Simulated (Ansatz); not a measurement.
Species: H₈F₂Ge₄, SMILES `[F][GeH2][GeH2][GeH2][GeH2][F]` (charge 0, multiplicity 1).

**Question.** Give a relaxed geometry from PBE-D3(BJ)/def2-SVP in Ansatz (an electronic-structure program).

**Answer.** One answer among several that fit: the end point of this relaxation, one of several conformers (outside a Z-matrix the atoms follow the SMILES, hydrogens last).
Cartesian coordinates (Å) in one orientation:
```xyz
14

F     -3.532     0.252     1.848
Ge    -3.044     0.442     0.158
Ge    -0.647     0.886     0.113
Ge     0.138     1.121    -2.191
Ge     2.518     1.644    -2.214
F      3.029     1.807    -3.901
H     -3.879     1.628    -0.401
H     -3.417    -0.889    -0.551
H     -0.346     2.192     0.897
H      0.111    -0.281     0.800
H     -0.116    -0.202    -2.963
H     -0.652     2.258    -2.895
H      2.833     3.006    -1.534
H      3.384     0.503    -1.610
```
